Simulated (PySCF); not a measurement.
Constitutional and geometric isomers with formula H9ClSi4. Gas-phase values, no solvent. One relaxed conformer stands for each flexible species; it need not be the lowest. Strings in code marks are SMILES.

Method: B3LYP-D3(BJ)/def2-TZVP run with PySCF. B3LYP has the VWN-RPA correlation part, as in Gaussian. Delta-SCF ions had no search for a lower state. Excitations are Tamm–Dancoff values on a coarser integration grid. The basis has no diffuse functions, so Rydberg states are missing or too high.

```json
[
 {"species": "`[Si](Cl)([SiH3])([SiH3])[SiH3]`", "S1–T1 gap (TDA) (eV)": "0.53", "T1 excitation (TDA) (eV)": "4.84", "vertical ionisation energy (Delta-SCF) (eV)": "9.42", "HOMO–LUMO gap (eV)": "6.37", "S1 oscillator strength": "0.001"},
 {"species": "`[SiH3][SiH2][Si@@H]([SiH3])Cl` (Si–Si–Si–Cl torsion 52°)", "S1–T1 gap (TDA) (eV)": "[?]", "T1 excitation (TDA) (eV)": "4.83", "vertical ionisation energy (Delta-SCF) (eV)": "9.22", "HOMO–LUMO gap (eV)": "6.33", "S1 oscillator strength": "0.039"},
 {"species": "`Cl[SiH2][SiH]([SiH3])[SiH3]` (Si–Si–Si–Cl torsion 171°)", "S1–T1 gap (TDA) (eV)": "0.63", "T1 excitation (TDA) (eV)": "[?]", "vertical ionisation energy (Delta-SCF) (eV)": "[?]", "HOMO–LUMO gap (eV)": "6.66", "S1 oscillator strength": "0.032"}
]
```

Q: Complete the blanks.

A: 
- `[SiH3][SiH2][Si@@H]([SiH3])Cl` (Si–Si–Si–Cl torsion 52°), S1–T1 gap (TDA) (eV): 0.59
- `Cl[SiH2][SiH]([SiH3])[SiH3]` (Si–Si–Si–Cl torsion 171°), T1 excitation (TDA) (eV): 5.14
- `Cl[SiH2][SiH]([SiH3])[SiH3]` (Si–Si–Si–Cl torsion 171°), vertical ionisation energy (Delta-SCF) (eV): 9.55
